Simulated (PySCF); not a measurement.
C3H6BClO, SMILES C=CB(Cl)OC.

Geometry: ωB97X-D3(BJ)/def2-SVP. One conformer was computed; it need not be the lowest.

Vertical ionisation energy (IE) and electron affinity (EA) in eV. Rows of orbital energies are one-electron estimates. Where ΔSCF, EOM or ADC give a negative EA the extra electron is unbound and the value depends on the basis.

| level | IE | EA |
|---|---|---|
| −ε(HOMO), −ε(LUMO), B3LYP/def2-TZVP (PySCF) | 7.90 | 1.43 |
| −ε(HOMO), −ε(LUMO), PBE/def2-TZVP (PySCF) | 6.97 | 2.17 |
